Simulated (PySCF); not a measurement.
Isomers of C5H10OSi, mass 114.050 u with the commonest isotopes. The calculation used CAM-B3LYP/def2-SVPD in PySCF (dipole) on a GFN2-xTB geometry, gas phase. One conformer each, none proved a minimum here; rigid rotors.

Question: Order these by out-of-plane moment Σ m c² = (Ia + Ib − Ic)/2, largest first.
A. `[CH:1]#[C:2][CH2:3][CH2:4][Si@H:5]([CH3:6])[OH:7]` with C2–C3–C4–Si5 61°, C3–C4–Si5–C6 57°, C4–Si5–O7–H 39°
B. `C[C@@H]1OC=C[Si@H]1C`
C. `[CH2:1]=[CH:2][CH2:3]/[CH:4]=[CH:5]/[O:6][SiH3:7]` with C1–C2–C3–C4 126°, C2–C3–C4–C5 -22°, C4–C5–O6–Si7 -2°
D. `[CH3:1]/[CH:2]=[CH:3]\[CH:4]=[CH:5]/[O:6][SiH3:7]` with C2–C3–C4–C5 180°, C4–C5–O6–Si7 180°
E. `[CH2:1]=[C:2]([O:3][SiH3:4])[CH:5]1[CH2:6][CH2:7]1` with C1–C2–O3–Si4 0°, C1–C2–C5–C6 35°
F. `[CH2:1]=[CH:2][C@H:3]1[CH2:4][Si@@H:5]([OH:6])[CH2:7]1` with C1–C2–C3–C4 124°, C4–Si5–O6–H 46°, C2–C3–C4–Si5 132°, C3–C4–Si5–O6 -126°, C4–Si5–C7–C3 9°, C2–C3–C7–Si5 -132°

Answer: A (56.83 u·Å²), F (37.35 u·Å²), B (33.80 u·Å²), E (22.62 u·Å²), C (10.96 u·Å²), D (4.40 u·Å²).

Question: Order these by rotational constant A, largest first.
A. `[CH2:1]=[C:2]([O:3][SiH3:4])[CH:5]1[CH2:6][CH2:7]1` with C1–C2–O3–Si4 0°, C1–C2–C5–C6 35°
B. `[CH3:1]/[CH:2]=[CH:3]\[CH:4]=[CH:5]/[O:6][SiH3:7]` with C2–C3–C4–C5 180°, C4–C5–O6–Si7 180°
C. `[CH2:1]=[CH:2][C@H:3]1[CH2:4][Si@@H:5]([OH:6])[CH2:7]1` with C1–C2–C3–C4 124°, C4–Si5–O6–H 46°, C2–C3–C4–Si5 132°, C3–C4–Si5–O6 -126°, C4–Si5–C7–C3 9°, C2–C3–C7–Si5 -132°
D. `[CH2:1]=[CH:2][CH2:3]/[CH:4]=[CH:5]/[O:6][SiH3:7]` with C1–C2–C3–C4 126°, C2–C3–C4–C5 -22°, C4–C5–O6–Si7 -2°
E. `C[C@@H]1OC=C[Si@H]1C`

Answer: B (10039 MHz), D (7994 MHz), A (6242 MHz), C (6005 MHz), E (2947 MHz).

Question: Order these by rotational constant C, smallest first.
A. `[CH2:1]=[C:2]([O:3][SiH3:4])[CH:5]1[CH2:6][CH2:7]1` with C1–C2–O3–Si4 0°, C1–C2–C5–C6 35°
B. `[CH2:1]=[CH:2][CH2:3]/[CH:4]=[CH:5]/[O:6][SiH3:7]` with C1–C2–C3–C4 126°, C2–C3–C4–C5 -22°, C4–C5–O6–Si7 -2°
C. `[CH:1]#[C:2][CH2:3][CH2:4][Si@H:5]([CH3:6])[OH:7]` with C2–C3–C4–Si5 61°, C3–C4–Si5–C6 57°, C4–Si5–O7–H 39°
D. `[CH3:1]/[CH:2]=[CH:3]\[CH:4]=[CH:5]/[O:6][SiH3:7]` with C2–C3–C4–C5 180°, C4–C5–O6–Si7 180°
E. `C[C@@H]1OC=C[Si@H]1C`
F. `[CH2:1]=[CH:2][C@H:3]1[CH2:4][Si@@H:5]([OH:6])[CH2:7]1` with C1–C2–C3–C4 124°, C4–Si5–O6–H 46°, C2–C3–C4–Si5 132°, C3–C4–Si5–O6 -126°, C4–Si5–C7–C3 9°, C2–C3–C7–Si5 -132°

Answer: D (683.6 MHz), B (743.5 MHz), A (996.2 MHz), F (1076 MHz), C (1319 MHz), E (1420 MHz).

```
                SMILES  point group  Ia (u·Å²)  Ib (u·Å²)  Ic (u·Å²)      κ  μa (D)  μb (D)  μc (D)
     C/C=C\C=C/O[SiH3]           Cs      50.34     697.74     739.27  -0.99    0.54    0.71    0.00
      C=CC/C=C/O[SiH3]           C1      63.22     638.43     679.73  -0.99    0.10    0.84    0.05
     C=C(O[SiH3])C1CC1           Cs      80.97     471.59     507.32  -0.97    0.35    0.02    0.00
  C[C@@H]1OC=C[Si@H]1C           C1     171.50     251.89     355.78  -0.23    0.94    0.43    0.05
C=C[C@H]1C[Si@@H](O)C1           Cs      84.17     460.39     469.85  -0.99    0.73    0.06    0.77
       C#CCC[Si@H](C)O           C1     170.18     326.66     383.18  -0.72    1.07    1.66    0.68
```
